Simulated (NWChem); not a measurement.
System meant: NiHSF, triplet; SMILES [F][Ni][SH]

NWChem input:

```
start job
memory heap 200 mb stack 900 mb global 1100 mb
geometry units angstroms noautoz
  Ni    -0.185958    -0.438428     0.000000
  F      0.173243    -2.133996     0.000000
  S      0.071671     1.666476     0.000000
  H     -1.279079     1.905248     0.000000
end
basis spherical
  * library def2-svp
end
dft
  odft
  mult 4
  xc pbe0
  iterations 150
  mulliken
end
task dft energy
```

End of the output:

```
                                 NWChem DFT Module
                                 -----------------

 Summary of "ao basis" -> "ao basis" (spherical)
 ------------------------------------------------------------------------------
       Tag                 Description            Shells   Functions and Types
 ---------------- ------------------------------  ------  ---------------------
 Ni                         def2-svp                11       31   5s3p2d1f
 F                          def2-svp                 6       14   3s2p1d
 S                          def2-svp                 8       18   4s3p1d
 H                          def2-svp                 3        5   2s1p

 Summary of "ao basis" -> "ao basis" (spherical)
 ------------------------------------------------------------------------------
       Tag                 Description            Shells   Functions and Types
 ---------------- ------------------------------  ------  ---------------------
 Ni                         def2-svp                11       31   5s3p2d1f
 F                          def2-svp                 6       14   3s2p1d
 S                          def2-svp                 8       18   4s3p1d
 H                          def2-svp                 3        5   2s1p

      Symmetry analysis of basis
      --------------------------

        a'         48
        a"         20

  number of electrons :                   54
  multiplicity        :                    4
 ------------------------------------------------------------------------
  no. of electrons and multiplicity not compatible                  54
 ------------------------------------------------------------------------
 ------------------------------------------------------------------------
  current input line :
    19: task dft energy
 ------------------------------------------------------------------------
 ------------------------------------------------------------------------
 There is an error in the input file
 ------------------------------------------------------------------------
 For more information see the NWChem manual at https://nwchemgit.github.io

0: no. of electrons and multiplicity not compatible:Received an Error in Communication
```

Task: Can this run be used? If not, why, and what is the fix?

Result: The input was rejected before any calculation. Cause: the multiplicity doesn't fit the number of electrons (an even count wants an odd multiplicity, and the reverse). This input runs:
```
start job
memory heap 200 mb stack 900 mb global 1100 mb
geometry units angstroms noautoz
  Ni    -0.185958    -0.438428     0.000000
  F      0.173243    -2.133996     0.000000
  S      0.071671     1.666476     0.000000
  H     -1.279079     1.905248     0.000000
end
basis spherical
  * library def2-svp
end
dft
  odft
  mult 3
  xc pbe0
  iterations 150
  convergence damp 70 ncydp 30 lshift 0.3 ncysh 40
  mulliken
end
task dft energy
```
It converges to -2006.10969 Ha (PBE0/def2-SVP, spin-unrestricted).
